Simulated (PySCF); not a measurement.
C3H7BO2, SMILES CB(C)OC=O.

The structure is a stationary point at B3LYP-D3(BJ)/def2-SVP. The values are those of a single conformer.

Method: B3LYP-D3(BJ)/def2-SVP (PySCF).

Harmonic, unscaled wavenumbers; measured fundamentals usually lie a few per cent lower.

Computed vibrational spectrum:
| mode | ν (cm⁻¹) | IR (km/mol) | Raman (Å⁴/amu) | depolarisation | moving atoms (share of kinetic energy) |
|---|---|---|---|---|---|
| 1 | 52 | 4.5 | 1.2 | 0.75 | O 52 %, C 28 %, H 19 % |
| 2 | 63 | 0.9 | 0.2 | 0.73 | H 96 % |
| 3 | 136 | 0.9 | 0.2 | 0.74 | H 97 % |
| 4 | 183 | 6.2 | 1.0 | 0.65 | O 59 %, C 20 %, H 18 % |
| 5 | 207 | 6.7 | 2.2 | 0.64 | C 37 %, H 30 %, O 28 % |
| 6 | 310 | 0.1 | 0.3 | 0.74 | C 42 %, H 41 %, O 11 % |
| 7 | 370 | 3.2 | 1.5 | 0.65 | H 30 %, C 30 %, O 20 %, B 20 % |
| 8 | 423 | 5.8 | 0.5 | 0.59 | H 42 %, B 31 %, O 19 %, C 8 % |
| 9 | 671 | 4.4 | 4.9 | 0.07 | H 48 %, C 41 %, O 10 % |
| 10 | 710 | 0.8 | 4.1 | 0.07 | H 54 %, C 38 % |
| 11 | 762 | 17.9 | 2.2 | 0.69 | O 65 %, C 19 %, H 16 % |
| 12 | 837 | 6.9 | 1.5 | 0.44 | H 62 %, C 29 % |
| 13 | 865 | 3.4 | 2.1 | 0.74 | H 58 %, C 27 %, O 10 % |
| 14 | 949 | 40.2 | 0.3 | 0.73 | H 40 %, B 37 %, C 21 % |
| 15 | 1050 | 5.6 | 3.7 | 0.71 | H 55 %, C 39 % |
| 16 | 1156 | 22.3 | 3.5 | 0.56 | C 36 %, B 30 %, H 21 %, O 13 % |
| 17 | 1176 | 75.4 | 4.0 | 0.63 | B 50 %, H 40 % |
| 18 | 1265 | 603.2 | 1.9 | 0.54 | O 35 %, B 25 %, H 22 %, C 19 % |
| 19 | 1328 | 236.3 | 7.9 | 0.65 | H 62 %, C 23 %, B 11 % |
| 20 | 1346 | 123.5 | 1.7 | 0.75 | H 56 %, C 28 %, B 16 % |
| 21 | 1416 | 12.0 | 8.6 | 0.71 | H 90 % |
| 22 | 1421 | 5.5 | 7.9 | 0.68 | H 93 % |
| 23 | 1431 | 12.1 | 21.4 | 0.75 | H 92 % |
| 24 | 1441 | 16.3 | 10.4 | 0.75 | H 91 % |
| 25 | 1446 | 15.7 | 7.7 | 0.75 | H 91 % |
| 26 | 1854 | 272.3 | 7.6 | 0.21 | C 58 %, O 39 % |
| 27 | 3016 | 0.5 | 126.5 | 0.02 | H 96 % |
| 28 | 3024 | 79.0 | 178.5 | 0.24 | H 92 %, C 8 % |
| 29 | 3027 | 2.3 | 126.8 | 0.01 | H 97 % |
| 30 | 3081 | 7.1 | 88.5 | 0.69 | H 91 %, C 9 % |
| 31 | 3098 | 7.3 | 68.3 | 0.65 | H 91 %, C 9 % |
| 32 | 3129 | 14.4 | 70.2 | 0.75 | H 90 %, C 10 % |
| 33 | 3132 | 16.8 | 83.9 | 0.71 | H 91 %, C 9 % |
